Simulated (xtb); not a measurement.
Cl₃Sn (SMILES [Cl][Sn-]([Cl])[Cl]), charge -1, singlet, at a GFN2-xTB geometry (such geometries of metal compounds can be far from the true shape).

Here is a job for xtb.
```
$ xtb mol.xyz --gfn 1 --chrg -1 --json

# file mol.xyz
4

Sn    -0.00024598     0.00560843     0.57812327
Cl    -1.94257826    -1.06785136    -0.55730815
Cl     0.05159000     2.20812614    -0.58824027
Cl     1.89171173    -1.15677018    -0.55481414
```

Task: What HOMO-LUMO gap does xtb 6.7.1 with GFN1-xTB give?

Result: 6.29 eV

Task: What total energy does GFN1-xTB give?

Result: -15.6963 Eh
